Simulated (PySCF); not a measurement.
Point-charge models of `CC[Si@@H](C)O[SiH2][SiH3]` against its computed dipole.

Coordinates (PBE0-D3(BJ)/def2-SVP, Å) and charges (e) from the PBE0/pcSseg-1 density (PySCF):

```tsv
atom	x	y	z	Mulliken	IAO	Hirshfeld	ESP-fitted
C1	-3.178	-1.141	0.429	-0.3100	-0.4022	-0.1124	-0.2575
C2	-1.665	-1.126	0.634	-0.5833	-0.5610	-0.1613	-0.1529
Si3	-0.751	0.090	-0.465	+1.0152	+1.1507	+0.4281	+0.9575
C4	-1.266	1.859	-0.131	-0.6705	-0.7403	-0.2169	-0.7754
O5	0.889	-0.080	-0.192	-0.7763	-0.8673	-0.3107	-0.6146
Si6	2.232	0.619	0.482	+0.5961	+0.7196	+0.3142	+0.5013
Si7	4.115	-0.516	-0.327	+0.1460	+0.2527	+0.2085	+0.1421
H8	-3.671	-1.890	1.069	+0.1251	+0.1408	+0.0403	+0.0826
H9	-3.444	-1.378	-0.614	+0.1204	+0.1351	+0.0387	+0.0542
H10	-3.632	-0.165	0.666	+0.1156	+0.1316	+0.0374	+0.0666
H11	-1.236	-2.125	0.443	+0.1471	+0.1480	+0.0410	+0.0360
H12	-1.415	-0.888	1.683	+0.1408	+0.1412	+0.0386	+0.0459
H13	-0.999	-0.247	-1.902	-0.1124	-0.1570	-0.0908	-0.2082
H14	-0.693	2.562	-0.755	+0.1489	+0.1572	+0.0439	+0.1888
H15	-2.335	2.009	-0.353	+0.1453	+0.1564	+0.0448	+0.1691
H16	-1.100	2.127	0.925	+0.1428	+0.1503	+0.0426	+0.1803
H17	2.174	0.534	1.977	-0.1006	-0.1382	-0.0850	-0.1221
H18	2.308	2.074	0.125	-0.1010	-0.1388	-0.0838	-0.1154
H19	4.046	-1.964	0.040	-0.0592	-0.0907	-0.0713	-0.0551
H20	4.190	-0.400	-1.816	-0.0591	-0.0907	-0.0712	-0.0516
H21	5.362	0.068	0.261	-0.0711	-0.0973	-0.0748	-0.0714
```

Task: What dipole does each set of charges give (1 e·Å = 4.803 D), and what does the density give?

Result: The full density gives (-1.04, 0.51, 0.63) D, 1.32 D in size; dipole vectors point from the negative to the positive end.

```tsv
scheme	μx	μy	μz	size (D)	share of the full size (%)	angle to the full dipole (°)
Mulliken	-0.95	1.10	-0.01	1.45	110	36
IAO	-0.26	1.01	0.15	1.05	80	50
Hirshfeld	-0.57	0.29	0.19	0.66	50	11
ESP-fitted	-1.05	0.55	0.63	1.34	102	2
```

Task: Which set comes closest?

Result: Length of the difference vector: ESP-fitted 0.04 D, Hirshfeld 0.68 D, Mulliken 0.87 D, IAO 1.04 D. Closest: ESP-fitted. ESP charges are fitted to the potential around the molecule, whose slowest-falling term is the dipole's. 

Task: What is left for the Hirshfeld atoms' own dipoles?

Result: The Hirshfeld atoms' densities add up to the full density, so μ = Σ q r + Σ (atomic dipoles). The atomic dipoles sum to (-1.04, 0.51, 0.63) − (-0.57, 0.29, 0.19) = (-0.47, 0.22, 0.44) D, 0.68 D in size.

Task: With the origin at the mean of the coordinates, (-0.003, 0.001, 0.104) Å, which are the largest single terms, by size, of the ESP-fitted dipole along the direction of the full one?

Result: C4 -5.98, Si6 -3.24, C1 -2.75, O5 +2.59, Si7 -2.50 D; all 21 atoms together +1.34 D. The single terms depend on the origin, their sum doesn't.

Task: Give the size of the full dipole in other units.

Result: 1.32 D = 0.520 au = 0.275 e·Å = 4.41 × 10⁻³⁰ C·m.

Isolated species at its PBE0-D3(BJ)/def2-SVP geometry (one conformer only).

The values belong to the conformer `[CH3:1][CH2:2][Si@@H:3]([CH3:4])[O:5][SiH2:6][SiH3:7]`: C1–C2–Si3–C4 62°, C2–Si3–O5–Si6 -108°, Si3–O5–Si6–Si7 -166°.
